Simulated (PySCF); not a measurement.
C$_{2}$H$_{6}$Cl$_{2}$Si (SMILES C[Si](C)(Cl)Cl), singlet, at a GFN2-xTB geometry; MP2/STO-3G (PySCF).

Here is a job for PySCF.
```python
from pyscf import gto, scf, mp

mol = gto.M(
    atom='''
C     1.394125   -1.534701   -0.233123
Si   -0.022803   -0.299233    0.052260
C    -1.598224   -1.143546    0.700870
Cl    0.580086    1.101449    1.397209
Cl   -0.447480    0.638645   -1.701110
H     1.116935   -2.290885   -0.961479
H     2.285294   -1.034511   -0.603397
H     1.663628   -2.044661    0.686909
H    -2.396331   -0.422537    0.857866
H    -1.963340   -1.888237   -0.000041
H    -1.416647   -1.642013    1.648346
''',
    basis='sto-3g',
    charge=0,
    spin=0,
    verbose=4,
)

mf = scf.RHF(mol)
mf.kernel()

pt = mp.MP2(mf)
pt.kernel()
print('E(MP2) = %.10f' % pt.e_tot)
```

It wrote (shortened):

```
PySCF version 2.14.0

[INPUT] verbose = 4
[INPUT] num. atoms = 11
[INPUT] num. electrons = 66
[INPUT] charge = 0
[INPUT] spin (= nelec alpha-beta = 2S) = 0
[INPUT] symmetry False subgroup None
[INPUT] Mole.unit = angstrom
[INPUT] Symbol           X                Y                Z      unit          X                Y                Z       unit  Magmom
[INPUT]  1 C      1.394125000000  -1.534701000000  -0.233123000000 AA    2.634514433409  -2.900164573096  -0.440538623337 Bohr   0.0
[INPUT]  2 Si    -0.022803000000  -0.299233000000   0.052260000000 AA   -0.043091424818  -0.565468417432   0.098757087270 Bohr   0.0
[INPUT]  3 C     -1.598224000000  -1.143546000000   0.700870000000 AA   -3.020205645707  -2.160988750842   1.324452348924 Bohr   0.0
[INPUT]  4 Cl     0.580086000000   1.101449000000   1.397209000000 AA    1.096203668694   2.081436950176   2.640342348777 Bohr   0.0
[INPUT]  5 Cl    -0.447480000000   0.638645000000  -1.701110000000 AA   -0.845614646220   1.206864140823  -3.214632007759 Bohr   0.0
[INPUT]  6 H      1.116935000000  -2.290885000000  -0.961479000000 AA    2.110701248941  -4.329145232874  -1.816931984521 Bohr   0.0
[INPUT]  7 H      2.285294000000  -1.034511000000  -0.603397000000 AA    4.318579774112  -1.954942462850  -1.140255074384 Bohr   0.0
[INPUT]  8 H      1.663628000000  -2.044661000000   0.686909000000 AA    3.143801293158  -3.863849307579   1.298069882499 Bohr   0.0
[INPUT]  9 H     -2.396331000000  -0.422537000000   0.857866000000 AA   -4.528409293805  -0.798479207495   1.621131791576 Bohr   0.0
[INPUT] 10 H     -1.963340000000  -1.888237000000  -0.000041000000 AA   -3.710174889404  -3.568250788270  -0.000077478771 Bohr   0.0
[INPUT] 11 H     -1.416647000000  -1.642013000000   1.648346000000 AA   -2.677074845187  -3.102954862975   3.114922498522 Bohr   0.0

nuclear repulsion = 363.832877512901
number of shells = 27
number of NR pGTOs = 129
number of NR cGTOs = 43
basis = sto-3g
ecp = {}

******** <class 'pyscf.scf.hf.RHF'> ********
method = RHF
initial guess = minao
damping factor = 0
level_shift factor = 0
DIIS = <class 'pyscf.scf.diis.CDIIS'>
diis_start_cycle = 1
diis_space = 8
diis_damp = 0
SCF conv_tol = 1e-09
SCF conv_tol_grad = None
SCF max_cycles = 50
direct_scf = True
direct_scf_tol = 1e-13
Set gradient conv threshold to 3.16228e-05
Initial guess from minao.
init E= -1272.88629623353
  HOMO = -0.32598208756305  LUMO = 0.152944303752092  gap/eV = 13.03225
cycle= 1 E= -1273.17405056652  delta_E= -0.288  |g|= 0.305  |ddm|=  3.7
  HOMO = -0.363366086102295  LUMO = 0.274368758011147  gap/eV = 17.35365
cycle= 2 E= -1273.22491285858  delta_E= -0.0509  |g|= 0.0637  |ddm|= 0.766
  HOMO = -0.36919766864587  LUMO = 0.312684761334618  gap/eV = 18.55497
cycle= 3 E= -1273.22691961086  delta_E= -0.00201  |g|= 0.0161  |ddm|= 0.133
  HOMO = -0.373981078878323  LUMO = 0.309174229197102  gap/eV = 18.58960
cycle= 4 E= -1273.22711334882  delta_E= -0.000194  |g|= 0.00178  |ddm|= 0.0549
  HOMO = -0.374233807561259  LUMO = 0.308811927328089  gap/eV = 18.58662
cycle= 5 E= -1273.22711604593  delta_E= -2.7e-06  |g|= 0.000363  |ddm|= 0.00634
  HOMO = -0.374224458546639  LUMO = 0.308849517881924  gap/eV = 18.58739
cycle= 6 E= -1273.22711613409  delta_E= -8.82e-08  |g|= 7.31e-05  |ddm|= 0.00108
  HOMO = -0.374242665324598  LUMO = 0.308844179016579  gap/eV = 18.58774
cycle= 7 E= -1273.22711613751  delta_E= -3.42e-09  |g|= 1.05e-05  |ddm|= 0.000221
  HOMO = -0.374244729023998  LUMO = 0.308839369312279  gap/eV = 18.58767
cycle= 8 E= -1273.22711613759  delta_E= -8.37e-11  |g|= 1.76e-06  |ddm|= 3.53e-05
  HOMO = -0.374244843861675  LUMO = 0.308839370927563  gap/eV = 18.58767
Extra cycle  E= -1273.22711613759  delta_E= 3.18e-12  |g|= 6.83e-07  |ddm|= 5.08e-06
converged SCF energy = -1273.22711613759

******** <class 'pyscf.mp.mp2.RMP2'> ********
nocc = 33, nmo = 43
E(RMP2) = -1273.3789762369  E_corr = -0.151860099317706
E(SCS-RMP2) = -1273.3943267949  E_corr = -0.167210657309022
E_corr(same-spin) = -0.0173324560064137
E_corr(oppo-spin) = -0.134527643311292
E(MP2) = -1273.3789762369
```
